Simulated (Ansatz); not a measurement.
Relaxation of C₂H₄FOSb (9 atoms, charge 0, multiplicity 1), to a largest force component of 0.02 eV/Å in at most 50 steps.

The calculation used RHF/def2-SVP (Ansatz).

```xyz
9
Properties=species:S:1:pos:R:3
C -1.587 -0.307 0.828
C -0.520 -0.094 0.125
O 0.680 -0.109 0.762
Sb 2.535 0.167 -0.265
F 1.744 1.764 -1.209
H -1.603 -0.403 1.885
H -2.567 -0.245 0.316
H -0.525 0.081 -0.951
H 1.931 -0.901 -1.508
```

Task: Where does it end, and by what steps?

Result: It converged. The force dipped under the threshold on the way, but the program's further checks kept it going. After 23 steps the energy has fallen by 0.641 eV; H8 moved furthest, 0.62 Å.

```csv
step,energy less start (eV),largest force component (eV/Å),accepted
0,0.0000,4.511,yes
1,-0.5280,1.775,yes
2,-0.6087,0.506,yes
3,-0.6181,0.350,yes
4,-0.6254,0.187,yes
5,-0.6279,0.074,yes
6,-0.6288,0.074,yes
7,-0.6300,0.057,yes
8,-0.6298,0.043,no
9,-0.6303,0.025,yes
10,-0.6319,0.078,yes
11,-0.6319,0.141,yes
12,-0.6340,0.106,yes
13,-0.6356,0.077,yes
14,-0.6374,0.113,yes
15,-0.6378,0.235,yes
16,-0.6391,0.124,yes
17,-0.6401,0.102,yes
18,-0.6406,0.055,yes
19,-0.6405,0.074,no
20,-0.6410,0.019,yes
21,-0.6411,0.048,yes
22,-0.6412,0.024,yes
23,-0.6412,0.007,yes
```

```xyz
9
Properties=species:S:1:pos:R:3
C -1.580 -0.405 0.783
C -0.557 0.177 0.185
O 0.676 0.241 0.727
Sb 2.388 0.176 -0.215
F 1.903 1.491 -1.527
H -1.472 -0.879 1.750
H -2.554 -0.400 0.313
H -0.666 0.662 -0.781
H 1.951 -1.109 -1.251
```

Run time: 48 s on 2 threads of Arm Neoverse V1, on a shared host, peak memory 0.22 GiB.
